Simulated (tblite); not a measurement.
C5H5ClN2S.
Geometry (GFN2-xTB, Å), atoms numbered from 1 in this order:
```
atom  x, y, z in Å
Cl1    2.1064    2.4467   -0.4401
C2     1.9715    0.8094   -0.0003
S3     3.3133   -0.1846    0.4300
N4     2.3033   -1.4719    0.6730
N5     1.0934   -1.2138    0.4633
C6     0.8182    0.0454    0.0810
C7    -0.5485    0.4885   -0.1999
C8    -1.5132   -0.4923   -0.8167
C9    -1.6772   -0.0970    0.6099
H10   -0.6192    1.5270   -0.4955
H11   -2.2100   -0.1138   -1.5485
H12   -1.1374   -1.4818   -1.0242
H13   -2.4904    0.5582    0.8816
H14   -1.4108   -0.8204    1.3642
```

Level: GFN2-xTB in tblite, geometry and Hessian alike; calculated harmonic values, unscaled, isolated species. Against measured fundamentals such values can be off by several per cent, at times by over 20. One conformer, not necessarily the lowest.

Harmonic wavenumbers (cm⁻¹): 48.1, 124.6, 125.6, 212.3, 212.9, 372.5, 383.2, 422.0, 508.5, 627.7, 667.3, 669.9, 792.0, 806.3, 864.3, 890.3, 954.4, 993.1, 1041.3, 1072.8, 1073.8, 1075.4, 1086.0, 1153.7, 1241.3, 1316.6, 1343.1, 1395.1, 1417.9, 1465.3, 1498.4, 3062.8, 3093.3, 3094.0, 3109.0, 3124.9.

A = 1745, B = 1017, C = 676.2 MHz; mass 159.986 u (most abundant isotopes); point group Cs, symmetry number 1.

Task: Zero-point energy?

Result: Half the sum of the wavenumbers: 20670 cm⁻¹ = 247.27 kJ/mol.

Task: What is S at 500 K and 1 bar for an ideal gas of classical rigid rotors and harmonic oscillators?

Result: Translation 182.90, rotation 131.85, vibration 155.43: S = 470.2 J/(mol K).

Task: And Cp and H(500 K) − H(0)?

Result: Cp = 194.11 J/(mol K), of which vibrations give 160.85 (their classical limit is 36 R = 299.3); H(500 K) − H(0) = 57.56 kJ/mol without the zero-point energy, 40.93 from vibrations.

Task: Blend soft modes into free rotors: weight 1/[1 + (100 cm⁻¹/ν̃)⁴] for the oscillator and the rest for a rotor with moment μB/(μ + B), μ = h/(8π²ν), B = 10⁻⁴⁴ kg m². What vibrational entropy results?

Result: 145.92 J/(mol K) in place of 155.43, which changes −T·S at 500 K by +4.75 kJ/mol.

Task: How do the functions run with temperature in this model?

Result: 
| T (K) | S (J/(mol K)) | Cp (J/(mol K)) | H − H(0) (kJ/mol) | G − H(0) (kJ/mol) | ln q(vib) |
| --- | --- | --- | --- | --- | --- |
| 150 | 315.2 | 81.1 | 8.47 | -38.81 | 2.08 |
| 250 | 364.4 | 115.1 | 18.24 | -72.85 | 3.97 |
| 298.15 | 386.1 | 132.4 | 24.20 | -90.92 | 4.89 |
| 400 | 429.9 | 166.6 | 39.47 | -132.50 | 6.88 |
| 600 | 507.6 | 215.7 | 78.09 | -226.44 | 10.81 |
| 900 | 603.8 | 257.5 | 149.73 | -393.70 | 16.41 |

q(vib) and H(0) count from the zero-point level.

Task: What must be added to the electronic energy to get the Gibbs energy at 500 K and 1 bar?

Result: ZPE + [H(500 K) − H(0)] − T·S = 247.27 + 57.56 − 235.09 = 69.74 kJ/mol.

Task: Which modes carry the vibrational entropy at 500 K?

Result: 48.1 cm⁻¹: 24.76; 124.6 cm⁻¹: 16.89; 125.6 cm⁻¹: 16.82; 212.3 cm⁻¹: 12.54; 212.9 cm⁻¹: 12.52; 372.5 cm⁻¹: 8.12 J/(mol K); the other 30 give 63.77 together.

Hindered rotation and anharmonicity are outside this model. Other conformers, if any are populated, would add a mixing term that is left out.
